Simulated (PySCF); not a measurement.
Method: B3LYP-D3(BJ)/def2-TZVP in PySCF. Gas-phase values, no solvent. B3LYP has the VWN-RPA correlation part, as in Gaussian. Excitations are Tamm–Dancoff values on a coarser integration grid. The basis has no diffuse functions, so Rydberg states are missing or too high.

Reference species (SMILES): `IB(Br)I` (neutral, multiplicity 1).

| Quantity | Value |
|---|---|
| S1–T1 gap (TDA) | 0.14 eV |
| T1 excitation (TDA) | 3.58 eV |
| HOMO–LUMO gap | 4.78 eV |
| S1 excitation (TDA) | 3.71 eV |

Changed species: `BrB(Br)Br` (0 of 3 Br replaced by I; the reference has 2 of 3 Br replaced by I).

Give the shifts of the S1–T1 gap (TDA), T1 excitation (TDA), HOMO–LUMO gap and S1 excitation (TDA).

the S1–T1 gap (TDA) is nearly the same; the T1 excitation (TDA) rises by 0.85 eV, to 4.43 eV; the HOMO–LUMO gap increases by 0.99 eV, to 5.77 eV; the S1 excitation (TDA) increases by 0.87 eV, to 4.58 eV.
